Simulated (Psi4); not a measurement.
C$_{4}$H$_{12}$Ge (SMILES C[C](C)(C)[GeH3]), singlet, at a GFN2-xTB geometry, with bond 17-5 at 2.0 times its length; M06-2X/STO-3G (Psi4 1.11).

Input for Psi4:
```
memory 2 GB

molecule {
0 1
  Ge    0.46067749    1.06204801    0.12669895
  C    -0.33250695   -0.76656304   -0.09144853
  C    -0.54526840   -1.38912251    1.28414072
  C     0.62092744   -1.63364519   -0.90644850
  C    -1.66922811   -0.65105376   -0.81596744
  H     1.77325686    1.02052520    0.84917919
  H     0.71116687    1.72497062   -1.19404141
  H    -0.43786689    1.97264572    0.90772151
  H    -0.97730640   -2.38574086    1.19286179
  H     0.40123205   -1.47487690    1.81709018
  H    -1.22068345   -0.77771783    1.88185265
  H     1.58399317   -1.72153951   -0.40441293
  H     0.78683792   -1.19965205   -1.89203244
  H     0.21215454   -2.63544972   -1.03884633
  H    -1.53507939   -0.20214585   -1.79970853
  H    -2.36130886   -0.03026137   -0.24773062
  H    -2.57401199   -2.61691958   -1.07994646
}

set basis sto-3g
set d_convergence 1e-8

energy('m06-2x')
print_variables()
```

Question: What does Psi4 print? Leave out banner, timings and long lists.

Answer: 
```
   => Loading Basis Set <=

    Name: STO-3G
    Role: ORBITAL
    Keyword: BASIS

         ---------------------------------------------------------
                                   SCF
               by Justin Turney, Rob Parrish, Andy Simmonett
                          and Daniel G. A. Smith
                              RKS Reference
         ---------------------------------------------------------

  ==> Geometry <==

    Molecular point group: c1
    Full point group: C1

    Geometry (in Angstrom), charge = 0, multiplicity = 1:

       Center              X                  Y                   Z               Mass
    ------------   -----------------  -----------------  -----------------  -----------------
         GE           0.406393819384     0.936450865607     0.111826373755    73.921177761000
         C           -0.386790620616    -0.892160184393    -0.106321106245    12.000000000000
         C           -0.599552070616    -1.514719654393     1.269268143755    12.000000000000
         C            0.566643769384    -1.759242334393    -0.921321076245    12.000000000000
         C           -1.723511780616    -0.776650904393    -0.830840016245    12.000000000000
         H            1.718973189384     0.894928055607     0.834306613755     1.007825032230
         H            0.656883199384     1.599373475607    -1.208913986245     1.007825032230
         H           -0.492150560616     1.847048575607     0.892848933755     1.007825032230
         H           -1.031590070616    -2.511338004393     1.177989213755     1.007825032230
         H            0.346948379384    -1.600474044393     1.802217603755     1.007825032230
         H           -1.274967120616    -0.903314974393     1.866980073755     1.007825032230
         H            1.529709499384    -1.847136654393    -0.419285506245     1.007825032230
         H            0.732554249384    -1.325249194393    -1.906905016245     1.007825032230
         H            0.157870869384    -2.761046864393    -1.053718906245     1.007825032230
         H           -1.589363060616    -0.327742994393    -1.814581106245     1.007825032230
         H           -2.415592530616    -0.155858514393    -0.262603196245     1.007825032230
         H           -2.628295660616    -2.742516724393    -1.094819036245     1.007825032230

  Running in c1 symmetry.

  Rotational constants: A =      0.14631  B =      0.06289  C =      0.06288 [cm^-1]
  Rotational constants: A =   4386.13222  B =   1885.52103  C =   1885.07995 [MHz]
  Nuclear repulsion =  374.575830170521044

  Charge       = 0
  Multiplicity = 1
  Electrons    = 68
  Nalpha       = 34
  Nbeta        = 34

  ==> Algorithm <==

  SCF Algorithm Type is DF.
  DIIS enabled.
  MOM disabled.
  Fractional occupation disabled.
  Guess Type is SAD.
  Energy threshold   = 1.00e-06
  Density threshold  = 1.00e-08
  Integral threshold = 1.00e-12

  ==> Primary Basis <==

  Basis Set: STO-3G
    Blend: STO-3G
    Number of shells: 32
    Number of basis functions: 50
    Number of Cartesian functions: 51
    Spherical Harmonics?: true
    Max angular momentum: 2

  ==> DFT Potential <==

   => LibXC <=

    Version 7.1.2
    S. Lehtola, C. Steigemann, M. J. T. Oliveira, and M. A. L. Marques,  SoftwareX 7, 1–5 (2018) (10.1016/j.softx.2017.11.002)

   => Composite Functional: M06-2X <=

    Hybrid M06-2X Meta-GGA XC Functional  (10.1007/s00214-007-0310-x)
    Y. Zhao and D. G. Truhlar,  Theor. Chem. Acc., 120, 215, 2008

    Deriv               =              1
    GGA                 =           TRUE
    Meta                =           TRUE

    Exchange Hybrid     =           TRUE
    MP2 Hybrid          =          FALSE

   => Exchange Functionals <=

    1.0000   XC_HYB_MGGA_X_M06_2X

   => Exact (HF) Exchange <=

    0.5400               HF

   => Correlation Functionals <=

    1.0000   XC_MGGA_C_M06_2X

   => LibXC Density Thresholds  <==

    XC_MGGA_C_M06_2X:  1.00E-12
    XC_HYB_MGGA_X_M06_2X:  1.00E-15

   => Molecular Quadrature <=

    Radial Scheme          =       TREUTLER
    Pruning Scheme         =           NONE
    Nuclear Scheme         =       TREUTLER

    Blocking Scheme        =         OCTREE
    BS radius alpha        =              1
    Pruning alpha          =              1
    Radial Points          =             75
    Spherical Points       =            302
    Total Points           =         358274
    Total Blocks           =           2679
    Max Points             =            256
    Max Functions          =             47
    Weights Tolerance      =       1.00E-15

   => Loading Basis Set <=

    Name: (STO-3G AUX)
    Role: JKFIT
    Keyword: DF_BASIS_SCF

  ==> Integral Setup <==

  SCF_SUBTYPE=INCORE selected. In-core MEM_DF algorithm will be used.
  Using in-core AOs.

  ==> MemDFJK: Density-Fitted J/K Matrices <==

    J tasked:                   Yes
    K tasked:                   Yes
    wK tasked:                   No
    Algorithm:                 Core
    Schwarz Cutoff:           1E-12
    Mask sparsity (%):       4.0000
    Fitting Condition:        1E-10

   => Auxiliary Basis Set <=

  Basis Set: (STO-3G AUX)
    Blend: DEF2-UNIVERSAL-JKFIT
    Number of shells: 232
    Number of basis functions: 782
    Number of Cartesian functions: 967
    Spherical Harmonics?: true
    Max angular momentum: 5

  Minimum eigenvalue in the overlap matrix is 2.0480289169E-01.
  Reciprocal condition number of the overlap matrix is 7.9499339039E-02.
    Using symmetric orthogonalization.

  ==> Pre-Iterations <==

  SCF Guess: Superposition of Atomic Densities via on-the-fly atomic UHF (no occupation information).

   -------------------------
    Irrep   Nso     Nmo
   -------------------------
     A         50      50
   -------------------------
    Total      50      50
   -------------------------

  ==> Iterations <==

                           Total Energy        Delta E     RMS |[F,P]|

   @DF-RKS iter SAD: -2205.29709684314957   -2.20530e+03   0.00000e+00
   @DF-RKS iter   1: -2210.17651065520613   -4.87941e+00   1.38409e-02 ADIIS/DIIS
   @DF-RKS iter   2: -2206.81930830405372    3.35720e+00   3.47059e-02 ADIIS/DIIS
   @DF-RKS iter   3: -2210.53113615886832   -3.71183e+00   4.74608e-03 ADIIS/DIIS
   @DF-RKS iter   4: -2210.55250306093512   -2.13669e-02   4.53879e-03 ADIIS/DIIS
   @DF-RKS iter   5: -2210.58746213065297   -3.49591e-02   1.53596e-03 ADIIS/DIIS
   @DF-RKS iter   6: -2210.59257236985422   -5.11024e-03   6.65573e-04 ADIIS/DIIS
   @DF-RKS iter   7: -2210.59344186369617   -8.69494e-04   1.35339e-04 ADIIS/DIIS
   @DF-RKS iter   8: -2210.59349784385722   -5.59802e-05   1.75555e-05 DIIS
   @DF-RKS iter   9: -2210.59349840992263   -5.66065e-07   3.85495e-06 DIIS
   @DF-RKS iter  10: -2210.59349845362431   -4.37017e-08   6.34035e-07 DIIS
   @DF-RKS iter  11: -2210.59349845519682   -1.57252e-09   6.92552e-08 DIIS
   @DF-RKS iter  12: -2210.59349845521319   -1.63709e-11   1.14875e-08 DIIS
   @DF-RKS iter  13: -2210.59349845521319    0.00000e+00   1.07600e-09 DIIS
  Energy and wave function converged.

  ==> Post-Iterations <==

   Electrons on quadrature grid:
      Ntotal   =   67.9999623247 ; deviation = -3.768e-05

    Orbital Energies [Eh]
    ---------------------

    Doubly Occupied:

       1A   -396.440368     2A    -48.772670     3A    -44.317544
       4A    -44.317527     5A    -44.317366     6A    -10.378143
       7A    -10.372567     8A    -10.371973     9A    -10.371846
      10A     -5.823195    11A     -4.018762    12A     -4.018676
      13A     -4.018436    14A     -0.863541    15A     -0.741710
      16A     -0.724029    17A     -0.598579    18A     -0.550597
      19A     -0.476811    20A     -0.473488    21A     -0.466760
      22A     -0.426207    23A     -0.426075    24A     -0.422419
      25A     -0.399144    26A     -0.398830    27A     -0.397787
      28A     -0.397291    29A     -0.353676    30A     -0.351710
      31A     -0.325954    32A     -0.321120    33A     -0.303844
      34A     -0.200292

    Virtual:

      35A      0.067205    36A      0.282488    37A      0.354743
      38A      0.360227    39A      0.392619    40A      0.453778
      41A      0.454190    42A      0.490716    43A      0.543124
      44A      0.545483    45A      0.558240    46A      0.575437
      47A      0.588999    48A      0.594950    49A      0.604071
      50A      0.610328

    Final Occupation by Irrep:
              A
    DOCC [    34 ]
    NA   [    34 ]
    NB   [    34 ]

  @DF-RKS Final Energy: -2210.59349845521319

   => Energetics <=

    Nuclear Repulsion Energy =            374.5758301705210442
    One-Electron Energy =               -3835.9941212018356964
    Two-Electron Energy =                1300.8907401159776782
    DFT Exchange-Correlation Energy =     -50.0659475398759213
    Empirical Dispersion Energy =           0.0000000000000000
    VV10 Nonlocal Energy =                  0.0000000000000000
    Total Energy =                      -2210.5934984552131937

Computation Completed

Properties will be evaluated at   0.000000,   0.000000,   0.000000 [a0]

Properties computed using the SCF density matrix

 Multipole Moments:

 ------------------------------------------------------------------------------------
     Multipole            Electronic (a.u.)      Nuclear  (a.u.)        Total (a.u.)
 ------------------------------------------------------------------------------------

 L = 1.  Multiply by 2.5417464519 to convert [e a0] to [Debye]
 Dipole X            :          8.0915685           -7.8304234            0.2611451
 Dipole Y            :         18.2721312          -17.9968798            0.2752514
 Dipole Z            :          2.2691911           -2.1605705            0.1086206
 Magnitude           :                                                    0.3946626

 ------------------------------------------------------------------------------------

  Variable Map:
  ----------------------------------------------------------------------------
  "CURRENT ENERGY"              =>   -2210.593498455213
  "CURRENT REFERENCE ENERGY"    =>   -2210.593498455213
  "DD SOLVATION ENERGY"         =>       0.000000000000
  "DFT FUNCTIONAL TOTAL ENERGY" =>   -2210.593498455213
  "DFT TOTAL ENERGY"            =>   -2210.593498455213
  "DFT VV10 ENERGY"             =>       0.000000000000
  "DFT XC ENERGY"               =>     -50.065947539876
  "GRID ELECTRONS ALPHA"        =>      33.999981162353
  "GRID ELECTRONS BETA"         =>      33.999981162353
  "GRID ELECTRONS TOTAL"        =>      67.999962324707
  "NUCLEAR REPULSION ENERGY"    =>     374.575830170521
  "ONE-ELECTRON ENERGY"         =>   -3835.994121201836
  "PCM POLARIZATION ENERGY"     =>       0.000000000000
  "PE ENERGY"                   =>       0.000000000000
  "SCF ITERATION ENERGY"        =>   -2210.593498455213
  "SCF ITERATIONS"              =>      13.000000000000
  "SCF TOTAL ENERGY"            =>   -2210.593498455213
  "TWO-ELECTRON ENERGY"         =>    1300.890740115978
  "XC GRID RADIAL POINTS"       =>      75.000000000000
  "XC GRID SPHERICAL POINTS"    =>     302.000000000000
  "XC GRID TOTAL POINTS"        =>  358274.000000000000

  Array Variable Map:
  ----------------------------------------------------------------------------
  "CURRENT DIPOLE"              =>       0.261145097709 ... 0.108620602588 1 by 3
  "SCF DIPOLE"                  =>       0.261145097709 ... 0.108620602588 1 by 3
  "SCF TOTAL ENERGIES"          =>   -2205.297096843150 ... -2210.593498455213 1 by 14
```
